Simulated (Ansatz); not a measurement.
The first iterations of a band of GeH4 + HO (7 atoms, charge 0, multiplicity 2).

Theory: UHF/def2-SVP (Ansatz).

```yaml
movable_images: 9
climbing_image: yes
spring: 5.0 eV/Å²
optimiser: lbfgs
start_path: through a guess of the saddle point
force_threshold: 0.05 eV/Å
iteration_limit: 60
end_points: relaxed
largest_step: 0.5 Å
```

First end point:

```xyz
7
Properties=species:S:1:pos:R:3
Ge 0.012 0.020 -0.267
H 0.015 0.026 1.267
H 1.457 0.013 -0.779
H -0.714 1.267 -0.782
H -0.713 -1.237 -0.765
O -0.077 -0.121 4.352
H -0.492 -0.769 3.783
```

Last end point:

```xyz
7
Properties=species:S:1:pos:R:3
Ge 0.008 0.014 -0.656
H 0.132 0.245 3.091
H 1.455 -0.018 -1.159
H -0.740 1.247 -1.173
H -0.735 -1.280 -1.007
O -0.054 -0.121 3.943
H -0.579 -0.888 3.770
```

| iteration | highest image above the first end (eV) | largest band force component (eV/Å) |
| --- | --- | --- |
| 1 | 1.022 | 6.187 |
| 2 | 0.945 | 4.380 |
| 3 | 0.924 | 2.339 |
| 4 | 0.889 | 2.802 |
| 5 | 0.873 | 1.581 |
| 6 | 0.868 | 1.942 |
| 7 | 0.907 | 0.665 |
| 8 | 0.896 | 0.598 |
| 9 | 0.868 | 0.823 |
| 10 | 0.875 | 0.469 |
| 11 | 0.875 | 0.309 |
| 12 | 0.860 | 0.600 |
| 13 | 0.861 | 0.394 |
| 14 | 0.860 | 0.281 |
| 15 | 0.850 | 0.368 |
| 16 | 0.851 | 0.245 |
| 17 | 0.849 | 0.249 |

Question: Does the band converge within its limit, and where does its top end?

Answer: The forces met the threshold. It ended after 53 iterations with the highest image 0.832 eV above the first end. Neighbouring images differ by up to 1.2 eV, so the band resolves the path poorly. The order of the stationary point at the top wasn't checked.

Time of the run: 9.3 min on 1 thread of AMD EPYC 7R43 64-Core Processor (Zen 3), on a shared host, peak memory 0.2 GiB.
